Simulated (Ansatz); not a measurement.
Cartesian coordinates in Å:
```
C -0.157 -1.923 -1.735
N -0.312 -0.885 -1.069
Al -0.467 0.551 -0.080
O -1.634 1.727 -0.443
Si 1.000 0.872 1.832
H -0.696 -2.858 -1.509
H 0.527 -1.980 -2.596
H -2.244 1.670 -1.176
H 0.228 0.968 3.103
H 1.956 -0.263 1.970
H 1.800 2.123 1.704
```

Total charge 0; spin multiplicity 1.

(1) List the ωB97M-V/def2-TZVPP orbital energies in eV (the Gaussian-basis code of Ansatz). (An estimate is asked.)

Answers

(1) Ansatz gave: Occupied: -1806.42, -1531.85, -525.47, -394.22, -283.13, -147.55, -116.47, -101.66, -101.66, -101.65, -76.10, -75.98, -75.96, -29.81, -27.66, -19.74, -17.53, -16.50, -15.65, -15.60, -12.59, -11.95, -11.91, -11.76, -11.64, -9.92, -9.03. Lowest empty: 1.00, 1.06, 1.69, 2.35, 2.88, 3.27, 3.54, 3.61.
